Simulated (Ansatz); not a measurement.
Geometry optimisation, RHF/def2-SVP (Ansatz 0.2.0).

Input file:

```yaml
crystal:
  periodic: [false, false, false]
  atoms:
    - { symbol: Zr, position_ang: [0.0, 0.0, 0.0] }
    - { symbol: O, position_ang: [0.0, 0.0, 2.07] }
    - { symbol: H, position_ang: [-0.9095, -0.2814, 2.4071] }
    - { symbol: O, position_ang: [1.952, 0.0, -0.6893] }
    - { symbol: H, position_ang: [2.2684, -0.9521, -0.806] }
    - { symbol: O, position_ang: [-0.975, 1.6891, -0.6893] }
    - { symbol: H, position_ang: [-1.9328, 1.4584, -0.9117] }
    - { symbol: F, position_ang: [-0.9326, -1.6157, -0.6593] }
basis:
  gaussian: { orbitals: def2-SVP }
hamiltonian:
  xc: hf
relax:
  f_tol: 0.02
  max_steps: 40
```

Launched with:

```bash
$ ansatz run input.yaml --threads 1 --pin off --max-ram 2048MiB --backend cpu --events-out ev --progress --plain --runs-dir out
```

Q: Where does it end, and by what steps?

A: The run converged. After 9 steps the energy has fallen by 1.635 eV; H7 moved furthest, 0.75 Å.

```csv
step,energy less start (eV),largest force component (eV/Å),accepted
0,0.0000,3.250,yes
1,-0.8940,2.683,yes
2,-1.1895,1.663,yes
3,-1.3934,0.488,yes
4,-1.5124,0.310,yes
5,-1.3794,2.863,no
6,-1.5785,0.166,yes
7,-1.6142,0.266,yes
8,-1.6341,0.036,yes
9,-1.6348,0.020,yes
```

```xyz
8
Properties=species:S:1:pos:R:3
Zr -0.217 -0.241 -0.023
O -0.353 -0.207 1.898
H -0.407 -0.164 2.834
O 1.630 -0.291 -0.568
H 2.535 -0.294 -0.818
O -1.106 1.287 -0.788
H -1.526 2.047 -1.144
F -1.086 -1.838 -0.668
```

Whether the end is a true minimum wasn't checked by a vibrational analysis.

Time of the run: 26 s on 1 thread of Arm Neoverse V1 (shared host), peak memory 0.2 GiB.
